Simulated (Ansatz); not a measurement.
Relaxation of Li3Br3 with RKS PBE0-D4/def2-SVP.

```sh
$ ansatz run in.yaml --threads 4 --pin off --events-out ev --progress --plain --max-ram 3916MiB
```

```yaml
crystal:
  periodic: [false, false, false]
  atoms:
    - {symbol: Li, position_ang: [0.365060, 1.254360, -1.108170]}
    - {symbol: Li, position_ang: [0.637260, 0.048520, 1.612950]}
    - {symbol: Li, position_ang: [-1.008750, -1.293550, -0.487010]}
    - {symbol: Br, position_ang: [1.584220, 1.977280, 0.732360]}
    - {symbol: Br, position_ang: [-0.984050, -0.069310, -2.460600]}
    - {symbol: Br, position_ang: [-0.593740, -1.917300, 1.710470]}
basis:
  gaussian: {orbitals: def2-SVP}
hamiltonian: {xc: pbe0, dispersion: d4}
scf: {lower_state_search: "off"}
output: {orbitals: {seedname: orbitals}}
relax: {f_tol: 0.02, max_steps: 100}
```

Run time 11 s (4 threads of Arm Neoverse V1 on a shared host).

Positions (Å) and forces (eV/Å) at steps 1, 2, 3, 4, 5 of 5:

```xyz
6
step=1 energy=-210711.0636 eV
Li    0.365    1.254   -1.108    0.132    0.422   -0.379
Li    0.637    0.049    1.613    0.216    0.015    0.525
Li   -1.009   -1.294   -0.487   -0.343   -0.444   -0.167
Br    1.584    1.977    0.732   -0.148   -0.174   -0.064
Br   -0.984   -0.069   -2.461    0.092    0.012    0.233
Br   -0.594   -1.917    1.710    0.051    0.170   -0.148
6
step=2 energy=-210711.3256 eV
Li    0.410    1.396   -1.234    0.038    0.107   -0.099
Li    0.709    0.053    1.788    0.056    0.002    0.130
Li   -1.123   -1.442   -0.541   -0.090   -0.115   -0.042
Br    1.555    1.943    0.721   -0.042   -0.043   -0.015
Br   -0.967   -0.067   -2.416    0.024    0.004    0.064
Br   -0.583   -1.884    1.682    0.014    0.045   -0.038
6
step=3 energy=-210711.3365 eV
Li    0.444    1.465   -1.303   -0.011   -0.040    0.038
Li    0.750    0.051    1.872   -0.024   -0.002   -0.054
Li   -1.187   -1.520   -0.568    0.032    0.048    0.019
Br    1.550    1.956    0.727   -0.095   -0.118   -0.048
Br   -0.971   -0.064   -2.418    0.062   -0.002    0.156
Br   -0.585   -1.889    1.689    0.036    0.114   -0.112
6
step=4 energy=-210711.3459 eV
Li    0.441    1.458   -1.294    0.001   -0.001    0.000
Li    0.743    0.052    1.859    0.000    0.000   -0.002
Li   -1.182   -1.510   -0.563   -0.001    0.001    0.001
Br    1.527    1.926    0.715    0.020    0.027    0.010
Br   -0.953   -0.065   -2.378   -0.012   -0.001   -0.031
Br   -0.575   -1.862    1.661   -0.007   -0.026    0.023
6
step=5 energy=-210711.3463 eV
Li    0.444    1.455   -1.293    0.000    0.000    0.000
Li    0.741    0.051    1.852    0.000    0.000    0.000
Li   -1.185   -1.506   -0.560    0.000    0.001    0.000
Br    1.529    1.935    0.719    0.000    0.001    0.000
Br   -0.955   -0.065   -2.384    0.000    0.000   -0.001
Br   -0.574   -1.870    1.665    0.000   -0.001    0.000
```

The structure comes from a short search, and lower isomers may exist.
